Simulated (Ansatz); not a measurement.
Basis-set extrapolation for C₂H₇NO₂Si, SMILES `C[SiH](O)C(N)=O` (PBE0-D4/def2-TZVP geometry, frozen core, Ansatz). Multiplicity 1, RHF reference.

```csv
,def2-TZVPP,def2-QZVPP
HF,-573.132186,-573.154623
MP2 correlation,-1.134369,-1.219174
CCSD(T) correlation,-1.215868,not run
```

Energies in hartree. Use E(X) = E(∞) + A·exp(−7.88·√X) for Hartree–Fock and E(X) = E(∞) + B·X^(−2.97) for correlation, with X = 3 and 4, and add CCSD(T) minus MP2 of the smaller set to the MP2 limit.

Question: What is the CCSD(T) energy at the basis-set limit?

Answer: HF limit: -573.154623 + (-0.022437) × 0.13774 = -573.15771. MP2 limit: -1.219174 + (-0.084805) × 0.74074 = -1.28199. Higher-order term: -1.215868 − (-1.134369) = -0.08150. Total: -574.52120 hartree, 4.71 eV below CCSD(T)/def2-TZVPP.
